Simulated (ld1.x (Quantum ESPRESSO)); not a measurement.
**potassium: variants of one TM potential**

Base potential:

potassium, norm-conserving Troullier–Martins (Kleinman–Bylander form), made with ld1.x (Quantum ESPRESSO) 7.5 (LDA (PZ), scalar-relativistic). Core [Ne], reference 3s2 3p6 3d1 4s0 4p0. Waves: 3s (bound): rc 2.15 bohr; 3d (bound): rc 4.20 bohr; 3p (bound): rc 1.20 bohr. Local part: the p channel. Core correction: none.

All-electron outer shells of the reference configuration (LDA (PZ), scalar-relativistic, ld1.x):

| shell | level (eV) | outermost node (bohr) | outermost maximum (bohr) |
| --- | --- | --- | --- |
| 2s | -353.64 | 0.11 | 0.32 |
| 2p | -281.42 | – | 0.26 |
| 3s | -36.53 | 0.48 | 1.07 |
| 3p | -20.19 | 0.45 | 1.15 |
| 4s | -3.14 | 1.58 | 3.83 |
| 4p | -1.49 | 1.86 | 5.79 |
| 3d | -0.63 | – | 6.98 |

Cutoffs, loose and tight: the cutoffs (Ry, on a coarse ladder) from which the occupation-weighted sum of valence levels, in a spherical-Bessel basis at the reference potential, stays within 10 and 1 mRy of its value at 400 Ry. They do not see the model core or the augmentation charge, which bear on the density cutoff. Test errors are all-electron minus pseudo excitation energies from the reference, over the configurations 3s2 3p6 3d0 4s1 4p0; 3s2 3p6 3d0 4s0 4p0; 3s2 3p6 3d0 4s0.5 4p0; 3s2 3p6 3d0 4s0 4p1; 3s2 3p6 3d0.5 4s0.5 4p0; 3s2 3p5 3d0 4s1 4p0; 3s1 3p6 3d0 4s1 4p0 (two spin-polarised tests are not counted in the largest error). A dash means not determined; rows that change the core or the reference have their own tests.

```tsv
change	outcome	cutoff, loose	cutoff, tight	bound ghosts	largest test error (meV)
base	generated	50 Ry	70 Ry	none	+458
all radii scaled by about 0.75 (s 1.62, p 0.90, d 3.16 bohr)	generated	140 Ry	260 Ry	none	+218
all radii scaled by about 0.82 (s 1.76, p 0.98, d 3.44 bohr)	generated	110 Ry	200 Ry	none	+254
all radii scaled by about 1.06 (s 2.28, p 1.26, d 4.44 bohr)	generated	45 Ry	70 Ry	none	+552
all radii scaled by about 1.15 (s 2.48, p 1.38, d 4.84 bohr)	generated	40 Ry	60 Ry	none	+668
all radii scaled by about 1.30 (s 2.80, p 1.56, d 5.48 bohr)	generated	25 Ry	50 Ry	none	+809
all radii scaled by about 1.39 (s 3.00, p 1.66, d 5.84 bohr)	generated	25 Ry	45 Ry	none	+829
```

(1) What comes out with this change to the base: all radii scaled by about 0.93 (s 2.00, p 1.12, d 3.90 bohr)?

(2) What comes out with this change to the base: all radii scaled by about 1.23 (s 2.66, p 1.48, d 5.18 bohr)?

Results:

(1) outcome: generated; cutoff, loose: 45 Ry; cutoff, tight: 90 Ry; bound ghosts: none; largest test error (meV): +391.

(2) outcome: generated; cutoff, loose: 30 Ry; cutoff, tight: 55 Ry; bound ghosts: none; largest test error (meV): +757.

Reading the sweep of the scale of all radii (base = 1) (base included, trends over the rows without a ghost): The loose cutoff falls from 140 Ry at 0.75 to 25 Ry at 1.39, with one reversal. A larger radius leaves more room for a smooth pseudo-wave, so fewer plane waves are needed; a smaller one forces it to follow the all-electron wave where it bends sharply. The median size of the test errors (rows with all tests solved) is not monotonic: lowest 31.8 meV at 0.75, highest 114.4 meV at 1.3.
